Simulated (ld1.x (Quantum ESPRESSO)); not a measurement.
selenium, PAW: configuration errors across variants

ld1.x (Quantum ESPRESSO) 7.5 input, shortened:

```
&input
   title='Se', zed=34., rel=1, dft='PBE', iswitch=3,
   config='[Ar] 3d10 4s2 4p4'
 /
 &inputp
   pseudotype=3, lpaw=.true., tm=.true., lloc=-1, rcloc=1.40,
   nlcc=.false.,
   which_augfun='BESSEL', rmatch_augfun=0.40
 /
6
4S  1  0   2.00   0.00  1.45  1.55  0.0
4S  1  0   0.00  -0.65  1.45  1.55  0.0
3P  2  1   6.00   0.00  0.80  0.85  0.0
4P  3  1   4.00   0.00  0.80  0.85  0.0
3D  3  2  10.00   0.00  0.40  0.50  0.0
3D  3  2   0.00  -1.75  0.40  0.50  0.0
 &test
   configts(1)='3p6 3d10 4s2 4p4'
 /
```

All-electron excitation energies from the reference (eV): (1) 3p6 3d10 4s2 4p3 10.845; (2) 3p6 3d10 4s2 4p2 31.193; (3) 3p6 3d10 4s2 4p1 62.061; (4) 3p6 3d10 4s0 4p6 21.964; (5) 3p6 3d10 4s2 4p3.5 4.310; (6) 3p6 3d9 4s2 4p5 51.673; (7) 3p6 3d10 4s2 4p0 104.245.

The default core radius of the base comes out at 0.26 bohr.

The overlap operator is not positive definite (basis up to 400 Ry) in “local potential all-electron potential smoothed inside 0.45 bohr (lloc = -1)”. Such files are unfit for use, however small their errors in these radial tests.

3 further variants failed, have other tests or another functional or relativity, and are left out.

Errors AE − PS in meV (a dash: test not solved or not reliable):

| change | (1) | (2) | (3) | (4) | (5) | (6) | (7) | bound ghosts |
| --- | --- | --- | --- | --- | --- | --- | --- | --- |
| base | -1.2 | -3.7 | -7.2 | +11 | -0.5 | -26 | -13 | none |
| local potential all-electron potential smoothed inside 0.45 bohr (lloc = -1) | +8.8 | +37 | +93 | +1536 | +2.6 | +56 | +189 | not determined (overlap not positive) |
| waves 3d (bound): rcut 0.32, rcutus 0.34 bohr; 3d channel at -1.75 Ry: rcut 0.32, rcutus 0.34 bohr | -1.2 | -3.4 | -6.6 | +21 | -0.5 | – | – | not determined |
| core correction a·sin(br)/r model core inside 0.38 bohr | -1.3 | -3.9 | -8.0 | +11 | -0.6 | -22 | -12 | none |
| waves 4s (bound): rcut 1.45, rcutus 1.76 bohr; 4s channel at -0.65 Ry: rcut 1.45, rcutus 1.76 bohr | -0.8 | -0.7 | +2.8 | +53 | -0.4 | – | – | none |

Task: Give the same row for: wave 3d channel at -1.75 Ry: rcut 0.40, rcutus 0.50 bohr becomes 3d channel at -1.46 Ry: rcut 0.40, rcutus 0.50 bohr.

Result: -1.2, -3.6, -7.2, +11, -0.5, -25, -13; bound ghosts: none.
